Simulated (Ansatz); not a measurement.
One change: `N[C](F)(F)[GeH3]` becomes `NC(F)(F)O[SiH3]`.

Ansatz, PBE0-D4/def2-TZVP geometries, multiplicity 1. Each molecule was computed in one conformer, which needn't be the lowest.

Scalar relativity is left out up to krypton.

```
                                        property  `N[C](F)(F)[GeH3]`
             LUMO energy (B3LYP/def2-TZVPP) / eV                0.05
  size of the dipole moment (PBE/def2-TZVPP) / D                2.66
               HOMO energy (PBE/def2-TZVPP) / eV               -6.24
              LUMO energy (PBE0/def2-TZVPP) / eV                0.37
            HOMO–LUMO gap (PBE0/def2-TZVPP) / eV                7.96
size of the dipole moment (B3LYP/def2-TZVPP) / D                2.88
```

Task: What does the change do to each property? (Best estimate.)

Result: The calculation gave: 
```tsv
property	`NC(F)(F)O[SiH3]`	shift
LUMO energy (B3LYP/def2-TZVPP) / eV	-0.08	-0.13
size of the dipole moment (PBE/def2-TZVPP) / D	1.26	-1.40
HOMO energy (PBE/def2-TZVPP) / eV	-6.74	-0.50
LUMO energy (PBE0/def2-TZVPP) / eV	0.16	-0.21
HOMO–LUMO gap (PBE0/def2-TZVPP) / eV	8.55	0.59
size of the dipole moment (B3LYP/def2-TZVPP) / D	1.27	-1.61
```

With PBE0 the HOMO falls by 0.80 eV and the LUMO falls by 0.21 eV, so the gap widens by about 0.59 eV. PBE moves the HOMO by -0.50 eV and ωB97M-V by -1.00 eV. Dipoles are sizes alone; their direction can turn.

B3LYP here is the variant with VWN-RPA as its local correlation; programs differ in this.
